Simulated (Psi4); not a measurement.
germanium atom (Ge), triplet; PBE/6-31G* (Psi4).

Here is a job for Psi4.
```
memory 2 GB

molecule mol {
0 3
  Ge    0.000000    0.000000    0.000000
}

set basis 6-31g*
set reference uks
set dft_radial_points 35

energy('pbe')
print_variables()
```

It wrote (shortened):

```
   => Loading Basis Set <=

    Name: 6-31G*
    Role: ORBITAL
    Keyword: BASIS

         ---------------------------------------------------------
                                   SCF
               by Justin Turney, Rob Parrish, Andy Simmonett
                          and Daniel G. A. Smith
                              UKS Reference
         ---------------------------------------------------------

  ==> Geometry <==

    Molecular point group: d2h
    Geometry (in Angstrom), charge = 0, multiplicity = 3:

       Center              X                  Y                   Z               Mass
    ------------   -----------------  -----------------  -----------------  -----------------
         GE           0.000000000000     0.000000000000     0.000000000000    73.921177761000

  Running in d2h symmetry.

  Rotational constants: A = ************  B = ************  C = ************ [cm^-1]
  Rotational constants: A = ************  B = ************  C = ************ [MHz]
  Nuclear repulsion =    0.000000000000000

  Charge       = 0
  Multiplicity = 3
  Electrons    = 32
  Nalpha       = 17
  Nbeta        = 15

  ==> Algorithm <==

  SCF Algorithm Type is DF.
  DIIS enabled.
  MOM disabled.
  Fractional occupation disabled.
  Guess Type is CORE.
  Energy threshold   = 1.00e-06
  Density threshold  = 1.00e-06
  Integral threshold = 1.00e-12

  ==> Primary Basis <==

  Basis Set: 6-31G*
    Blend: 6-31G*
    Number of shells: 12
    Number of basis functions: 35
    Number of Cartesian functions: 35
    Spherical Harmonics?: false
    Max angular momentum: 2

  ==> DFT Potential <==

   => LibXC <=

    Version 7.1.2
    S. Lehtola, C. Steigemann, M. J. T. Oliveira, and M. A. L. Marques,  SoftwareX 7, 1–5 (2018) (10.1016/j.softx.2017.11.002)

   => Composite Functional: PBE <=

    PBE GGA Exchange-Correlation Functional

    J.P. Perdew et. al., Phys. Rev. Lett., 77(18), 3865-3868, 1996

    Deriv               =              1
    GGA                 =           TRUE
    Meta                =          FALSE

    Exchange Hybrid     =          FALSE
    MP2 Hybrid          =          FALSE

   => Exchange Functionals <=

    1.0000     XC_GGA_X_PBE

   => Correlation Functionals <=

    1.0000     XC_GGA_C_PBE

   => LibXC Density Thresholds  <==

    XC_GGA_C_PBE:  1.00E-12
    XC_GGA_X_PBE:  1.00E-15

   => Molecular Quadrature <=

    Radial Scheme          =       TREUTLER
    Pruning Scheme         =           NONE
    Nuclear Scheme         =       TREUTLER

    Blocking Scheme        =         OCTREE
    BS radius alpha        =              1
    Pruning alpha          =              1
    Radial Points          =             35
    Spherical Points       =            302
    Total Points           =           9664
    Total Blocks           =            110
    Max Points             =            256
    Max Functions          =             35
    Weights Tolerance      =       1.00E-15

   => Loading Basis Set <=

    Name: (6-31G* AUX)
    Role: JKFIT
    Keyword: DF_BASIS_SCF

  ==> Integral Setup <==

  SCF_SUBTYPE=INCORE selected. In-core MEM_DF algorithm will be used.
  Using in-core AOs.

  ==> MemDFJK: Density-Fitted J/K Matrices <==

    J tasked:                   Yes
    K tasked:                    No
    wK tasked:                   No
    Algorithm:                 Core
    Schwarz Cutoff:           1E-12
    Mask sparsity (%):       0.0000
    Fitting Condition:        1E-10

   => Auxiliary Basis Set <=

  Basis Set: (6-31G* AUX)
    Blend: CC-PVDZ-JKFIT
    Number of shells: 47
    Number of basis functions: 209
    Number of Cartesian functions: 209
    Spherical Harmonics?: false
    Max angular momentum: 3

  Minimum eigenvalue in the overlap matrix is 6.1181262142E-04.
  Reciprocal condition number of the overlap matrix is 1.3136178972E-04.
    Using symmetric orthogonalization.

  ==> Pre-Iterations <==

  SCF Guess: Core (One-Electron) Hamiltonian.

[...]
    NB   [     5,    0,    0,    1,    0,    3,    3,    3 ]

   @DF-UKS iter   1: -2045.25163345634678   -2.04525e+03   1.16265e+00 ADIIS
    Occupation by irrep:
             Ag   B1g   B2g   B3g    Au   B1u   B2u   B3u
    DOCC [     6,    1,    1,    1,    0,    2,    2,    2 ]
    SOCC [     0,    0,    0,    0,    0,    1,    0,    1 ]
    NA   [     6,    1,    1,    1,    0,    3,    2,    3 ]
    NB   [     6,    1,    1,    1,    0,    2,    2,    2 ]

   @DF-UKS iter   2: -1995.13047124901186    5.01212e+01   1.08711e+00 ADIIS
   @DF-UKS iter   3: -2076.08340023423125   -8.09529e+01   6.77834e-02 DIIS/ADIIS
   @DF-UKS iter   4: -2076.30451164299529   -2.21111e-01   3.29506e-02 DIIS/ADIIS
   @DF-UKS iter   5: -2076.35284486075989   -4.83332e-02   1.43910e-02 DIIS/ADIIS
   @DF-UKS iter   6: -2076.35973987650959   -6.89502e-03   3.14136e-03 DIIS/ADIIS
   @DF-UKS iter   7: -2076.36025911852857   -5.19242e-04   1.21614e-04 DIIS/ADIIS
   @DF-UKS iter   8: -2076.36026018734947   -1.06882e-06   2.72749e-06 DIIS
   @DF-UKS iter   9: -2076.36026018768825   -3.38787e-10   1.31838e-07 DIIS
  Energy and wave function converged.

  ==> Post-Iterations <==

   Electrons on quadrature grid:
      Nalpha   =   17.0012121352 ; deviation = 1.212e-03
      Nbeta    =   15.0012114310 ; deviation = 1.211e-03
      Ntotal   =   32.0024235662 ; deviation = 2.424e-03

   @Spin Contamination Metric:   1.787443467E-03
   @S^2 Expected:                2.000000000E+00
   @S^2 Observed:                2.001787443E+00
   @S   Expected:                1.000000000E+00
   @S   Observed:                1.000000000E+00

    Orbital Energies [Eh]
    ---------------------

    Alpha Occupied:

[...]
    Alpha Virtual:

[...]
    Beta Occupied:

[...]
    Beta Virtual:

[...]
    Final Occupation by Irrep:
             Ag   B1g   B2g   B3g    Au   B1u   B2u   B3u
    DOCC [     6,    1,    1,    1,    0,    2,    2,    2 ]
    SOCC [     0,    0,    0,    0,    0,    1,    0,    1 ]
    NA   [     6,    1,    1,    1,    0,    3,    2,    3 ]
    NB   [     6,    1,    1,    1,    0,    2,    2,    2 ]

  @DF-UKS Final Energy: -2076.36026018768825

   => Energetics <=

    Nuclear Repulsion Energy =              0.0000000000000000
    One-Electron Energy =               -2892.7460094579537326
    Two-Electron Energy =                 895.0071076334738791
    DFT Exchange-Correlation Energy =     -78.6213583632083299
    Empirical Dispersion Energy =           0.0000000000000000
    VV10 Nonlocal Energy =                  0.0000000000000000
    Total Energy =                      -2076.3602601876882545

  UHF NO Occupations:
  HONO-2 :    6 Ag 1.9992198
  HONO-1 :    3B1u 1.0000000
  HONO-0 :    3B3u 1.0000000
  LUNO+0 :    7 Ag 0.0007802
  LUNO+1 :    8 Ag 0.0000394
  LUNO+2 :    2B2g 0.0000394
  LUNO+3 :    2B1g 0.0000159

Computation Completed

Properties will be evaluated at   0.000000,   0.000000,   0.000000 [a0]

Properties computed using the SCF density matrix

 Multipole Moments:

 ------------------------------------------------------------------------------------
     Multipole            Electronic (a.u.)      Nuclear  (a.u.)        Total (a.u.)
 ------------------------------------------------------------------------------------

 L = 1.  Multiply by 2.5417464519 to convert [e a0] to [Debye]
 Dipole X            :          0.0000000            0.0000000            0.0000000
 Dipole Y            :          0.0000000            0.0000000            0.0000000
 Dipole Z            :          0.0000000            0.0000000            0.0000000
 Magnitude           :                                                    0.0000000

 ------------------------------------------------------------------------------------

  Variable Map:
  ----------------------------------------------------------------------------
[...]
  Array Variable Map:
  ----------------------------------------------------------------------------
[...]
[...]
```
